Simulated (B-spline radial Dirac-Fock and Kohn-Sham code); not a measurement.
Method: independent-particle radiative and Coulomb Auger rates from relativistic LDA hole-state orbitals, with Dirac-Fock energies. Computed with a radial atomic solver.

**Question.** A single inner-shell vacancy in a neutral atom gives this computed emission spectrum. Which element, which hole, and which lines?

| energy (eV) | relative intensity |
| --- | --- |
| 8614.7 | 51.4 |
| 8638.1 | 100.0 |
| 9566.5 | 6.3 |
| 9569.5 | 12.3 |

**Answer.** Zinc (Z = 30), hole in K (1s). In order of rising energy the lines are Kα2 (K-L2), Kα1 (K-L3), Kβ3 (K-M2), Kβ1 (K-M3).
